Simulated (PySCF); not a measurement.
Method: PBE-D3(BJ)/def2-TZVP // PBE-D3(BJ)/def2-SVP (PySCF 2.14.0). Isolated molecules, 0 K electronic values unless said otherwise. 

Reference species: [Sc(Cl)3] (neutral, multiplicity 1).

The LUMO is -4.19 eV and the charge on the central atom (Mulliken) comes out as 1.04 e. The coordination number is 3.

Changed species: [Sc(Cl)2(F)] (1 of 3 Cl replaced by F; the reference has 0 of 3 Cl replaced by F).

Problem. Give the shifts of the LUMO, charge on the central atom (Mulliken) and coordination number.

Solution. the LUMO goes up by 0.17 eV, to -4.02 eV; the charge on the central atom (Mulliken) goes up by 0.11 e, to 1.15 e; the coordination number is nearly the same.
